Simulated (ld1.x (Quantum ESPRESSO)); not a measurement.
# Building the TM potential for silver (LDA (PZ), fully relativistic).

silver (Ag), norm-conserving Troullier–Martins (Kleinman–Bylander form), made with ld1.x (Quantum ESPRESSO) 7.5 (LDA (PZ), fully relativistic). Core [Ar] 3d10 4s2, reference 4p6 4d10 5s1 5p0. Waves: 4p (bound): rc 1.30 bohr; 4d (bound): rc 1.20 bohr; 5s (bound): rc 1.90 bohr. Local part: the s channel. Core correction: a·sin(br)/r model core, default radius (core density twice the valence density).

Open shells are filled in proportion to 2j + 1 (rel_dist='average').

All-electron outer shells of the reference configuration (LDA (PZ), scalar-relativistic, ld1.x):

```
shell  level (eV)  outermost node (bohr)  outermost maximum (bohr)
   3d     -358.91                      –                      0.27
   4s      -95.08                   0.44                      0.82
   4p      -58.67                   0.44                      0.87
   4d       -7.66                   0.43                      1.04
   5s       -4.72                   1.11                      2.49
   5p       -0.85                   1.25                      3.67
```

(1) Estimate the cutoffs (Ry, on a coarse ladder) from which the occupation-weighted sum of valence levels, in a spherical-Bessel basis at the reference potential, stays within 10 and 1 mRy of its value at 400 Ry.

(2) What does a ghost test show?

(3) Tests: 4p6 4d10 5s0 5p0; 4p6 4d9 5s0 5p0; 4p6 4d8 5s0 5p0; 4p6 4d10 5s0 5p1; 4p6 4d9 5s1 5p1; 4p6 4d9 5s2 5p0; 4p6 4d7 5s0 5p0. Which has the largest error in its energy relative to the reference configuration, and how large is it?

## Answers

(1) 90 Ry and 140 Ry.

(2) No extra level below or beside the all-electron valence levels (p1/2, p3/2, d3/2, d5/2, s, f tested).

(3) 4p6 4d7 5s0 5p0, with -1021 meV (all-electron minus pseudo) on +118.84 eV.
